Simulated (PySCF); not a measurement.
Species: C5H11NOSi2.
Numbering: `[NH2:1][Si@H:2]([CH2:3][SiH3:4])[c:5]1[cH:6][cH:7][cH:8][o:9]1`

Cartesian coordinates in Å at the PBE0-D3(BJ)/def2-SVP level; atoms count from 1:
```
atom  x, y, z in Å
N1    -0.7081    2.5865   -0.2346
Si2   -0.7244    0.9439   -0.7913
C3    -2.0735    0.0215    0.1279
Si4   -1.9203   -1.8551    0.0904
C5     0.9695    0.2714   -0.3886
C6     1.9295    0.6726    0.5055
C7     2.9919   -0.2775    0.4287
C8     2.5995   -1.1916   -0.5052
O9     1.3932   -0.8722   -1.0012
H10   -1.5944    3.0425   -0.0473
H11   -0.0580    3.2408   -0.6577
H12   -0.9505    0.7473   -2.2617
H13   -3.0572    0.3041   -0.2861
H14   -2.0526    0.3429    1.1839
H15   -1.7818   -2.3512   -1.3133
H16   -0.7301   -2.2974    0.8765
H17   -3.1392   -2.4864    0.6873
H18    1.8658    1.5522    1.1431
H19    3.9238   -0.2834    0.9900
H20    3.0635   -2.0895   -0.9064
```

NICS = −σ at a ghost point: NICS(0) at the centroid of the ring atoms, NICS(1) 1 Å to either side along the normal of their mean plane, zz for the tensor component along that normal. Level: GIAO PBE0/pcSseg-1 (PySCF, non-relativistic, gas phase) on the PBE0-D3(BJ)/def2-SVP geometry, one conformer.

Ring bond lengths (Å), with Mayer bond orders in brackets: C5–C6 1.372 (1.56), C6–C7 1.427 (1.26), C7–C8 1.364 (1.58), C8–O9 1.343 (1.10), O9–C5 1.365 (0.99).

Question: Give the NICS values of each ring in ppm.

Answer: 
| ring | type | NICS(0) | NICS(1), two faces | NICS(1)zz, two faces | rms pucker (Å) | centre to ring atoms, mean (Å) |
| --- | --- | --- | --- | --- | --- | --- |
| C5–C6–C7–C8–O9 | 5-membered ring with O; formal bonds all aromatic | -11.9 | -10.7 / -10.8 | -27.5 / -28.0 | 0.00 | 1.17 |

Question: What can be read from them?

Answer: 
- C5–C6–C7–C8–O9: mean NICS(1)zz -27.7 ppm, shielded, aromatic by this magnetic criterion (flat ring, no four-coordinate atom).

Question: How equal are the bonds by HOMA? HOMA = 1 − mean of α(R − Ropt)² over the ring bonds, with Krygowski's 1993 parameters (CC: Ropt 1.388 Å, α 257.7 Å⁻²; CO: Ropt 1.265 Å, α 157.38 Å⁻²).

Answer: 
- C5–C6–C7–C8–O9: HOMA 0.37; the largest term is that of O9–C5, α(R − Ropt)² = 1.57.

Question: List the ring angles and the Hirshfeld charges of the ring atoms.

Answer: 
- C5–C6–C7–C8–O9: C5 108.7° (-0.053 e), C6 106.9° (-0.083 e), C7 105.6° (-0.092 e), C8 110.6° (+0.012 e), O9 108.2° (-0.059 e); sum 540.0° against 540° for a flat convex ring.

Question: How do the values depend on the level or the medium?

Answer: 
```
                                   level  NICS(0), C5–C6–C7–C8–O9  mean NICS(1)zz, C5–C6–C7–C8–O9
                      PBE0/pcSseg-1, gas                    -11.9                           -27.7
                   wB97X-D/pcSseg-1, gas                    -11.5                           -27.4
PBE0/pcSseg-1, IEF-PCM dimethylsulfoxide                    -11.6                           -27.8
  PBE0/pcSseg-1, IEF-PCM tetrahydrofuran                    -11.7                           -27.8
```

The geometry is the same throughout; the continuum's cavity takes Bondi-type radii × 1.2.
